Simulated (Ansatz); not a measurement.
PbH4 (H₄Pb). The state is a singlet with charge 0. Geometry PBE0-D4/def2-TZVP.

Cartesian coordinates in Å:
```
Pb 0.000 0.000 0.000
H 0.745 -0.131 1.577
H 1.064 0.876 -1.077
H -1.519 0.855 0.142
H -0.290 -1.600 -0.642
```

In the def2 sets Pb takes a core potential; there is no spin–orbit coupling. HSE06 is defined as in plane-wave codes, on full-range PBE exchange.

Estimate the orbital energies around the gap (eV) in Ansatz with PBE-D4/def2-TZVP, PBE0-D4/def2-SVP, PBE0-D4/def2-TZVP, HSE06-D4/def2-TZVP, CAM-B3LYP-D4/def2-TZVP.


```csv
orbital,PBE-D4/def2-TZVP,PBE0-D4/def2-SVP,PBE0-D4/def2-TZVP,HSE06-D4/def2-TZVP,CAM-B3LYP-D4/def2-TZVP
HOMO−5,-21.07,-23.44,-23.39,-22.98,-24.89
HOMO−4,-21.07,-23.44,-23.39,-22.98,-24.89
HOMO−3,-14.01,-15.63,-15.65,-15.23,-17.34
HOMO−2,-7.74,-8.87,-8.91,-8.51,-10.26
HOMO−1,-7.74,-8.87,-8.91,-8.51,-10.26
HOMO,-7.74,-8.87,-8.91,-8.51,-10.26
LUMO,-1.29,0.01,-0.37,-0.75,0.61
LUMO+1,0.21,1.17,0.90,0.55,1.64
LUMO+2,0.21,1.18,0.90,0.55,1.64
LUMO+3,0.21,1.18,0.90,0.55,1.64
LUMO+4,2.05,5.82,2.70,2.36,3.45
LUMO+5,2.05,5.82,2.70,2.36,3.45
```
